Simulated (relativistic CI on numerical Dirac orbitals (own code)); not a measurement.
## d4 in a ligand field

Computed with a parametric ligand-field model of a d^n configuration (Racah B and C, spin-orbit zeta, crystal field), exact diagonalisation.

Field parameters in Wybourne normalisation: Oh B⁴₀ = 21Dq, B⁴₄ = √(5/14) B⁴₀. The field is a parameter set, without covalency.

(1) Lowest levels for B = 520, C = 2160, ζ = 110 cm⁻¹, Oh, 10Dq = 11000 cm⁻¹?

(2) Lowest levels for B = 390, C = 1810, ζ = 340 cm⁻¹, Oh, 10Dq = 34750 cm⁻¹?

(3) Lowest levels for B = 850, C = 3600, ζ = 810 cm⁻¹, Oh, 10Dq = 38150 cm⁻¹?

(4) Lowest levels for B = 420, C = 1670, ζ = 3700 cm⁻¹, Oh, 10Dq = 23950 cm⁻¹?

(5) Lowest levels for B = 1030, C = 4810, ζ = 600 cm⁻¹, Oh, 10Dq = 23900 cm⁻¹?

Answers

(1) A1 0 (S 1.99), T1 4 (S 2.00), E 8 (S 2.00), T2 11 (S 2.00), A2 15 (S 2.00), A1 1886 (S 1.01), T1 1935 (S 1.01), T2 2024 (S 1.00), E 2028 (S 1.00) cm⁻¹, with S from ⟨S²⟩ = S(S + 1). The ground level has 0.99 electrons in the cubic e pair.

(2) A1 0 (S 1.00), T1 193 (S 1.00), T2 521 (S 1.00), E 523 (S 1.00), T2 5864 (S 0.01), E 6230 (S 0.00), A1 13565 (S 0.00), A2 23997 (S 2.00), T2 23998 (S 2.00) cm⁻¹, with S from ⟨S²⟩ = S(S + 1). The ground level has 0.01 electrons in the cubic e pair.

(3) A1 0 (S 1.00), T1 492 (S 1.00), E 1268 (S 1.00), T2 1269 (S 1.00), T2 11612 (S 0.02), E 12737 (S 0.01), A2 16951 (S 2.00), T2 16963 (S 2.00), E 16976 (S 2.00) cm⁻¹, with S from ⟨S²⟩ = S(S + 1). The ground level has 0.02 electrons in the cubic e pair.

(4) A1 0 (S 1.02), T1 4799 (S 1.09), T2 7092 (S 0.82), E 7315 (S 0.91), T2 14050 (S 0.55), E 14217 (S 0.49), A2 21023 (S 1.93), A1 21085 (S 1.01), T2 21100 (S 1.89) cm⁻¹, with S from ⟨S²⟩ = S(S + 1). The ground level has 0.18 electrons in the cubic e pair.

(5) A1 0 (S 1.96), T1 63 (S 1.98), E 123 (S 1.99), T2 163 (S 1.99), A2 205 (S 2.00), A1 4146 (S 1.06), T1 4403 (S 1.04), T2 4824 (S 1.01), E 4870 (S 1.02) cm⁻¹, with S from ⟨S²⟩ = S(S + 1). The ground level has 0.96 electrons in the cubic e pair.
